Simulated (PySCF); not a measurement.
## Vibration and rotation of CsSi

PBE0 constants of CsSi, ⁴Σ⁻ (quartet), unpaired electrons σ ↑, π ↑↑ (basis Cs x2c-TZVPPall, Si x2c-TZVPPall; spin-free X2C with a Gaussian nucleus; PySCF 2.14; masses 132.9054 and 27.9769 u):

| Property | Result |
| --- | --- |
| ωe | 165.9 cm⁻¹ |
| ωexe | 0.567 cm⁻¹ |
| Be | 0.068567 cm⁻¹ |
| αe | 0.000330 cm⁻¹ |
| D (centrifugal) | 4.68e-08 cm⁻¹ |
| De to Cs + Si | 1.81 eV |

Question: Give the vibrational terms G(v) and spacings up to v = 6.

Answer: G(v) = ωe(v+½) − ωexe(v+½)².

```json
{"v": "0", "G(v) (cm⁻¹)": "82.8", "G(v) − G(v−1)": "", "Bv (cm⁻¹)": "0.06840"}
{"v": "1", "G(v) (cm⁻¹)": "247.6", "G(v) − G(v−1)": "164.8", "Bv (cm⁻¹)": "0.06807"}
{"v": "2", "G(v) (cm⁻¹)": "411.2", "G(v) − G(v−1)": "163.6", "Bv (cm⁻¹)": "0.06774"}
{"v": "3", "G(v) (cm⁻¹)": "573.7", "G(v) − G(v−1)": "162.5", "Bv (cm⁻¹)": "0.06741"}
{"v": "4", "G(v) (cm⁻¹)": "735.1", "G(v) − G(v−1)": "161.4", "Bv (cm⁻¹)": "0.06708"}
{"v": "5", "G(v) (cm⁻¹)": "895.3", "G(v) − G(v−1)": "160.2", "Bv (cm⁻¹)": "0.06675"}
{"v": "6", "G(v) (cm⁻¹)": "1054.4", "G(v) − G(v−1)": "159.1", "Bv (cm⁻¹)": "0.06642"}
```

Question: How well does the Morse estimate ωe²/(4ωexe) reproduce De, and what is D0?

Answer: It gives 1.50 eV, 83 % of the computed De. D0 = De − G(0) = 1.81 − 0.01 = 1.80 eV.

Spin–orbit coupling is left out, which matters for elements this heavy, above all for dissociation energies. The state was picked by a PBE0 search and need not be the measured ground state.
